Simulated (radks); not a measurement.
Results of a calculation; reference values are marked as such.
Q: Radial electron density D(r) = 4 pi r^2 rho(r) of an atom or ion with 44 electrons. Level of theory: scalar-relativistic Kohn-Sham, BLYP, spin-polarised, spherical densities, finite nucleus; Fermi nuclear charge, rms radius of each element as measured or else 0.836 A^(1/3) + 0.57 fm (a radial shooting solver on a logarithmic mesh with Libxc functionals).

```
   r/bohr * D(r) (the largest magnitude, 71.6, reaches the edge; | marks zero)
 0.003635 |      *
 0.004231 |        *
 0.004926 |           *
 0.005689 |             *
 0.006623 |                 *
 0.007649 |                    *
 0.008904 |                        *
  0.01028 |                            *
  0.01197 |                                *
  0.01383 |                                    *
   0.0161 |                                       *
  0.01874 |                                          *
  0.02164 |                                           *
  0.02519 |                                           *
  0.02909 |                                          *
  0.03387 |                                       *
  0.03912 |                                      *
  0.04554 |                                     *
  0.05259 |                                      *
  0.06122 |                                         *
  0.07127 |                                              *
  0.08231 |                                                   *
  0.09583 |                                                      *
   0.1107 |                                                      *
   0.1288 |                                                 *
   0.1488 |                                           *
   0.1732 |                                     *
      0.2 |                                   *
   0.2329 |                                     *
   0.2711 |                                         *
   0.3131 |                                          *
   0.3645 |                                       *
    0.421 |                               *
   0.4901 |                     *
    0.566 |              *
   0.6589 |          *
   0.7609 |          *
   0.8858 |           *
    1.031 |           *
    1.191 |         *
    1.387 |      *
    1.601 |    *
    1.864 |  *
    2.153 | *
    2.506 |*
    2.894 |*
     3.37 *
    3.923 *
     4.53 *
    5.274 *
    6.091 *
    7.091 *
    8.189 *
    9.533 *
```

What is the nuclear charge?

A: Z = 45. The innermost maximum, from 1s, lies near gamma/Z bohr with gamma = sqrt(1 - (Z/c)^2) = 0.945, here 0.021 bohr (found: 0.0229), and its height grows with Z. The density is that of the rhodium ion Rh+ in [Kr] 4d7.75 5p0.25; the configuration itself is not fixed sharply by these data, and Z only to a few units. D(r) has 4 maxima, at r = 0.0229, 0.101, 0.308, 0.929 bohr, and minima at 0.0455, 0.200, 0.714 bohr, inside which lie 2.02, 11.15, 29.11 electrons.
